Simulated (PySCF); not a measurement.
Compound: CF3SO3H.
SMILES with atom numbers: `[O:1]=[S:2](=[O:3])([OH:4])[C:5]([F:6])([F:7])[F:8]` (hydrogens: H9 on O4)

Structure used (PBE0-D3(BJ)/def2-TZVP), in Å, numbered top down from 1:
```xyz
9
CHF3O3S angstrom
O     -0.8883    0.0146    1.6252
S     -0.7761   -0.2607    0.2350
O     -1.3672   -1.3789   -0.3971
O     -1.1933    1.0197   -0.5862
C      1.0292   -0.2987   -0.1589
F      1.5881    0.8384    0.2371
F      1.5848   -1.3081    0.4850
F      1.2129   -0.4447   -1.4574
H     -1.1322    1.8005   -0.0166
```

Computed with PySCF at wB97X-D/pcSseg-2, non-relativistic, on one gas-phase PBE0-D3(BJ)/def2-TZVP geometry that isn't relaxed in the solvent. The solvent is an IEF-PCM continuum (cavity from Bondi-type radii × 1.2). Specific hydrogen bonds and non-electrostatic terms are outside this model.

Gas phase at wB97X-D/pcSseg-2: HOMO -12.06 eV, LUMO 1.57 eV, dipole 2.88 D.

Q: What does the continuum do to the energy, the frontier levels and the dipole at wB97X-D/pcSseg-2 in chloroform?

A: 
| solvent | ε | E(solvent) − E(gas) (kcal/mol) | polarisation term (kcal/mol) | distortion of the solute (kcal/mol) | HOMO (eV) | LUMO (eV) | dipole (D) |
| --- | --- | --- | --- | --- | --- | --- | --- |
| chloroform | 4.711 | -5.72 | -6.30 | 0.58 | -11.98 | 2.23 | 3.41 |

Polarisation term: ½ Σ q·V over the induced surface charges. Distortion: the rise of the solute's own energy as its density leaves the gas-phase optimum.

Q: Which radius a makes the point-dipole formula ΔE = −[(ε − 1)/(2ε + 1)]·μ²/a³ give the value in chloroform, with the gas-phase dipole?

A: μ = 1.131 au and |ΔE| = 0.00912 Eh give a = 1.95 Å; the farthest nucleus lies 2.13 Å from the centroid of the nuclei, so such a sphere wouldn't even hold the nuclei. The formula assumes a rigid point dipole at the centre of a sphere.

Q: Give the dipole vector in the frame of the coordinates (D, pointing from negative to positive charge), gas and chloroform.

A: Gas (0.74, 2.76, -0.33), solvent (0.86, 3.28, -0.37). Its length changes by +19 % and its direction by less than 1°.

wB97X-D is run here without its empirical dispersion term; that term would change no orbital, density or response property at a fixed geometry.
